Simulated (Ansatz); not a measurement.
`[SbH2][I]`. Charge 0, multiplicity 1. Sb, I takes the def2 core potential. All single points use the PBE0-D4/def2-TZVP geometry.

```xyz
4

Sb    0.616   -0.314   -0.517
I    -2.106   -0.400   -0.434
H     0.693    1.365   -0.200
H     0.797   -0.651    1.151
```

(1) What is the dipole moment at B3LYP/def2-TZVPP? (An estimate is asked.)

(2) And with PBE, r2SCAN, ωB97M-V? (Estimate.)

(3) Give the Mulliken charges with B3LYP, r2SCAN, PBE in def2-TZVPP. (An estimate is asked.)

## Answers

(1) Ansatz gave: 2.03 D, with components (2.01, -0.05, -0.23) D in this frame, pointing from negative to positive charge.

(2) The calculation gave: PBE 1.89 D, r2SCAN 1.97 D, ωB97M-V 2.11 D.

(3) Ansatz gave: 
```tsv
atom	B3LYP	r2SCAN	PBE
Sb1	0.41	0.41	0.35
I2	-0.24	-0.25	-0.22
H3	-0.08	-0.08	-0.06
H4	-0.08	-0.08	-0.06
```

B3LYP here is the variant with VWN-RPA as its local correlation; programs differ in this.
